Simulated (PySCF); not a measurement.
H₃O₄Si, SMILES [O][Si](O)(O)O, multiplicity 2.

Coordinates come from a B3LYP-D3(BJ)/def2-SVP optimisation. The isomer is the one that the SMILES or the coordinates give; other isomers of the formula were not compared. The values are those of a single conformer.

Calculation: PySCF 2.14.0 with TDA-PBE/def2-SVPD.

Vertical excitations. The molecule is in vacuum.

```json
[
 {"state": "root 1", "energy (eV)": "0.61", "λ (nm)": "2035", "f": "0.000", "main pairs": "β HOMO→LUMO 99 %"},
 {"state": "root 2", "energy (eV)": "1.90", "λ (nm)": "653", "f": "0.003", "main pairs": "β HOMO−2→LUMO 64 %, β HOMO−1→LUMO 32 %"},
 {"state": "root 3", "energy (eV)": "2.00", "λ (nm)": "620", "f": "0.006", "main pairs": "β HOMO−1→LUMO 62 %, β HOMO−2→LUMO 30 %"},
 {"state": "root 4", "energy (eV)": "2.60", "λ (nm)": "478", "f": "0.017", "main pairs": "β HOMO−3→LUMO 76 %"},
 {"state": "root 5", "energy (eV)": "2.94", "λ (nm)": "421", "f": "0.008", "main pairs": "β HOMO−4→LUMO 85 %"},
 {"state": "root 6", "energy (eV)": "3.02", "λ (nm)": "411", "f": "0.010", "main pairs": "β HOMO−5→LUMO 77 %"},
 {"state": "root 7", "energy (eV)": "3.59", "λ (nm)": "345", "f": "0.010", "main pairs": "β HOMO−6→LUMO 90 %"},
 {"state": "root 8", "energy (eV)": "4.15", "λ (nm)": "298", "f": "0.060", "main pairs": "β HOMO−7→LUMO 83 %"},
 {"state": "root 9", "energy (eV)": "6.06", "λ (nm)": "204", "f": "0.005", "main pairs": "β HOMO→LUMO+1 98 %"},
 {"state": "root 10", "energy (eV)": "6.48", "λ (nm)": "191", "f": "0.006", "main pairs": "α HOMO→LUMO 98 %"}
]
```
Unrestricted roots are not spin-pure.
